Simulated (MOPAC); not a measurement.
MOPAC input (MNDO):

```
MNDO 1SCF CHARGE=-1 GEO-OK AUX(PRECISION=9) THREADS=1
C3H10GeN

C    -2.35169400 1   -0.24311200 1    0.69005600 1
C    -1.40852900 1    0.91977500 1    0.39685400 1
N    -0.02198100 1    0.59404700 1    0.63013300 1
C     0.76982900 1    1.79612700 1    0.68922900 1
Ge    0.71400400 1   -0.82300200 1   -0.56886800 1
H    -2.10988400 1   -1.09747700 1    0.05610900 1
H    -3.39441600 1    0.04530800 1    0.51628200 1
H    -2.24077800 1   -0.56120600 1    1.72997000 1
H    -1.59903700 1    1.27985500 1   -0.63958700 1
H    -1.69075000 1    1.76553900 1    1.04889100 1
H     1.80596000 1    1.54746100 1    0.92304000 1
H     0.78481900 1    2.36660800 1   -0.26325800 1
H     0.39335300 1    2.48548200 1    1.46998500 1
H     1.10178000 1    0.21890000 1   -1.77969100 1
H     2.19707400 1   -0.70946100 1    0.07427200 1
```

Output:

```
 *******************************************************************************
 **                                                                           **
 **                              MOPAC v23.2.5                                **
 **                                                                           **
 *******************************************************************************
 ** MOPAC's Digital Object Identifier: https://doi.org/10.5281/zenodo.6511958 **
 **                                                                           **
 ** Please cite the open-source release paper for use of this MOPAC version:  **
 ** J. E. Moussa and J. J. P. Stewart (2026)                                  **
 ** MOPAC: An open-source semiempirical molecular orbital program             **
 ** J. Open Source Softw., 11(119), 8025, https://doi.org/10.21105/joss.08025 **
 *******************************************************************************

                              MNDO CALCULATION RESULTS

 *******************************************************************************
 *  MNDO       - The MNDO Hamiltonian to be used
 *  GEO-OK     - OVERRIDE INTERATOMIC DISTANCE AND OTHER SAFETY CHECKS
 *
 *
 *
 *                 CHARGE ON SYSTEM = -1
 *
 *
 *
 *  1SCF       - DO 1 SCF AND THEN STOP
 *  AUX        - OUTPUT AUXILIARY INFORMATION
 *******************************************************************************
MNDO 1SCF CHARGE=-1 GEO-OK AUX(PRECISION=9) THREADS=1
 C3H10GeN

   ATOM   CHEMICAL          X               Y               Z
  NUMBER   SYMBOL      (ANGSTROMS)     (ANGSTROMS)     (ANGSTROMS)

     1       C         -2.35169400  *  -0.24311200  *   0.69005600  *
     2       C         -1.40852900  *   0.91977500  *   0.39685400  *
     3       N         -0.02198100  *   0.59404700  *   0.63013300  *
     4       C          0.76982900  *   1.79612700  *   0.68922900  *
     5      Ge          0.71400400  *  -0.82300200  *  -0.56886800  *
     6       H         -2.10988400  *  -1.09747700  *   0.05610900  *
     7       H         -3.39441600  *   0.04530800  *   0.51628200  *
     8       H         -2.24077800  *  -0.56120600  *   1.72997000  *
     9       H         -1.59903700  *   1.27985500  *  -0.63958700  *
    10       H         -1.69075000  *   1.76553900  *   1.04889100  *
    11       H          1.80596000  *   1.54746100  *   0.92304000  *
    12       H          0.78481900  *   2.36660800  *  -0.26325800  *
    13       H          0.39335300  *   2.48548200  *   1.46998500  *
    14       H          1.10178000  *   0.21890000  *  -1.77969100  *
    15       H          2.19707400  *  -0.70946100  *   0.07427200  *

          CARTESIAN COORDINATES

    NO.       ATOM           X           Y           Z

     1         C         -2.3517     -0.2431      0.6901
     2         C         -1.4085      0.9198      0.3969
     3         N         -0.0220      0.5940      0.6301
     4         C          0.7698      1.7961      0.6892
     5        Ge          0.7140     -0.8230     -0.5689
     6         H         -2.1099     -1.0975      0.0561
     7         H         -3.3944      0.0453      0.5163
     8         H         -2.2408     -0.5612      1.7300
     9         H         -1.5990      1.2799     -0.6396
    10         H         -1.6907      1.7655      1.0489
    11         H          1.8060      1.5475      0.9230
    12         H          0.7848      2.3666     -0.2633
    13         H          0.3934      2.4855      1.4700
    14         H          1.1018      0.2189     -1.7797
    15         H          2.1971     -0.7095      0.0743

  H: (MNDO): M.J.S. DEWAR, W. THIEL, J. AM. CHEM. SOC., 99, 4899, (1977)
  C: (MNDO): M.J.S. DEWAR, W. THIEL, J. AM. CHEM. SOC., 99, 4899, (1977)
  N: (MNDO): M.J.S. DEWAR, W. THIEL, J. AM. CHEM. SOC., 99, 4899, (1977)
 Ge: (MNDO): M.J.S.DEWAR, G.L.GRADY, E.F.HEALY,ORGANOMETALLICS 6 186-189 (1987)

           Empirical Formula: C3 H10 N Ge  =    15 atoms

      MOLECULAR POINT GROUP   :   C1

      RHF CALCULATION, NO. OF DOUBLY OCCUPIED LEVELS = 16

 -------------------------------------------------------------------------------
 MNDO 1SCF CHARGE=-1 GEO-OK AUX(PRECISION=9) THREADS=1
 C3H10GeN

     1SCF WAS SPECIFIED, SO BFGS WAS NOT USED
     SCF FIELD WAS ACHIEVED

                              MNDO CALCULATION
                                                       MOPAC v23.2.5 Linux

          FINAL HEAT OF FORMATION =         18.24040 KCAL/MOL =      76.31781 KJ/MOL

          COSMO AREA              =        145.69 SQUARE ANGSTROMS
          COSMO VOLUME            =        142.95 CUBIC ANGSTROMS

          IONIZATION POTENTIAL    =          1.337454 EV
          HOMO LUMO ENERGIES (EV) =         -1.337  7.504
          NO. OF FILLED LEVELS    =         16
          MOLECULAR WEIGHT        =        132.7087         POINT GROUP:  C1

          MOLECULAR DIMENSIONS (Angstroms)

            Atom       Atom       Distance
            H    15    H     7     5.65949
            H    13    H    14     3.82389
            H    12    H     8     3.73678

          SCF CALCULATIONS        =          1

   ATOM   CHEMICAL          X               Y               Z
  NUMBER   SYMBOL      (ANGSTROMS)     (ANGSTROMS)     (ANGSTROMS)

     1       C         -2.35169400  *  -0.24311200  *   0.69005600  *
     2       C         -1.40852900  *   0.91977500  *   0.39685400  *
     3       N         -0.02198100  *   0.59404700  *   0.63013300  *
     4       C          0.76982900  *   1.79612700  *   0.68922900  *
     5      Ge          0.71400400  *  -0.82300200  *  -0.56886800  *
     6       H         -2.10988400  *  -1.09747700  *   0.05610900  *
     7       H         -3.39441600  *   0.04530800  *   0.51628200  *
     8       H         -2.24077800  *  -0.56120600  *   1.72997000  *
     9       H         -1.59903700  *   1.27985500  *  -0.63958700  *
    10       H         -1.69075000  *   1.76553900  *   1.04889100  *
    11       H          1.80596000  *   1.54746100  *   0.92304000  *
    12       H          0.78481900  *   2.36660800  *  -0.26325800  *
    13       H          0.39335300  *   2.48548200  *   1.46998500  *
    14       H          1.10178000  *   0.21890000  *  -1.77969100  *
    15       H          2.19707400  *  -0.70946100  *   0.07427200  *

                             CARTESIAN COORDINATES

   1    C       -2.351694000    -0.243112000     0.690056000
   2    C       -1.408529000     0.919775000     0.396854000
   3    N       -0.021981000     0.594047000     0.630133000
   4    C        0.769829000     1.796127000     0.689229000
   5   Ge        0.714004000    -0.823002000    -0.568868000
   6    H       -2.109884000    -1.097477000     0.056109000
   7    H       -3.394416000     0.045308000     0.516282000
   8    H       -2.240778000    -0.561206000     1.729970000
   9    H       -1.599037000     1.279855000    -0.639587000
  10    H       -1.690750000     1.765539000     1.048891000
  11    H        1.805960000     1.547461000     0.923040000
  12    H        0.784819000     2.366608000    -0.263258000
  13    H        0.393353000     2.485482000     1.469985000
  14    H        1.101780000     0.218900000    -1.779691000
  15    H        2.197074000    -0.709461000     0.074272000

           Empirical Formula: C3 H10 N Ge  =    15 atoms

      MOLECULAR POINT GROUP   :   C1

                  EIGENVALUES
 -34.28587 -28.51700 -21.78141 -17.93395 -11.99335 -11.55030 -10.64961 -10.01647
  -9.62108  -8.65869  -8.36090  -7.94047  -6.57853  -4.98419  -4.23701  -1.33745
   7.50429   7.72740   7.85149   7.91387   8.32426   8.68295   8.73110   8.93959
   9.15145   9.38288   9.72522   9.89460  10.75888  11.64987

              NET ATOMIC CHARGES AND DIPOLE CONTRIBUTIONS

  ATOM NO.   TYPE          CHARGE      No. of ELECS.   s-Pop       p-Pop
    1          C           0.031947        3.9681     1.21342     2.75463
    2          C           0.152327        3.8477     1.20153     2.64614
    3          N          -0.645139        5.6451     1.66809     3.97705
    4          C           0.199309        3.8007     1.20373     2.59696
    5         Ge           0.678735        3.3213     1.45212     1.86915
    6          H           0.007607        0.9924     0.99239
    7          H          -0.046944        1.0469     1.04694
    8          H          -0.017022        1.0170     1.01702
    9          H          -0.067223        1.0672     1.06722
   10          H          -0.058760        1.0588     1.05876
   11          H          -0.021630        1.0216     1.02163
   12          H          -0.074780        1.0748     1.07478
   13          H          -0.075110        1.0751     1.07511
   14          H          -0.539602        1.5396     1.53960
   15          H          -0.523716        1.5237     1.52372
 DIPOLE           X         Y         Z       TOTAL
 POINT-CHG.    -4.996    -4.293     0.509     6.607
 HYBRID         1.945     4.500     0.281     4.910
 SUM           -3.051     0.207     0.790     3.159

          ATOMIC ORBITAL ELECTRON POPULATIONS

     Atom    s        px        py        pz
    1  C   1.21342   0.88874   0.94896   0.91693
    2  C   1.20153   0.89754   0.88516   0.86343
    3  N   1.66809   1.02931   1.20362   1.74412
    4  C   1.20373   0.88838   0.85731   0.85127
    5 Ge   1.45212   0.60505   0.87220   0.39191
    6  H   0.99239
    7  H   1.04694
    8  H   1.01702
    9  H   1.06722
   10  H   1.05876
   11  H   1.02163
   12  H   1.07478
   13  H   1.07511
   14  H   1.53960
   15  H   1.52372

 **********************
 *                    *
 * JOB ENDED NORMALLY *
 *                    *
 **********************

 == MOPAC DONE ==
```

The dipole moment of an ion depends on the origin.

The geometry given is a B3LYP-D3(BJ)/def2-TZVP minimum.
